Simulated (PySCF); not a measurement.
How methods differ on the excitation energy of Br²⁺

Br²⁺ [Ar] 3d10 4s2 4p3 (4S) → Br²⁺ [Ar] 3d10 4s2 4p2 5s1 (4P), as a difference of total energies. Calculation: PySCF 2.14, in aug-cc-pVDZ-PP with ECP10MDF (5s4p3d, 32 functions); a scalar-relativistic core potential. Correlated levels: valence: 3s2 3p6 3d10 frozen. The calculations carry no spin-orbit coupling.

```tsv
method	excitation energy (cm⁻¹)
UHF	147530
LDA	145000
PBE	144790
PBE0	147100
TPSSh	148570
PBEsol	145640
MP2 (valence)	147470
SCS-MP2 (valence)	147210
```

The promoted electron is Rydberg-like, and one or two diffuse shells describe it only roughly, which tends to raise the upper state.
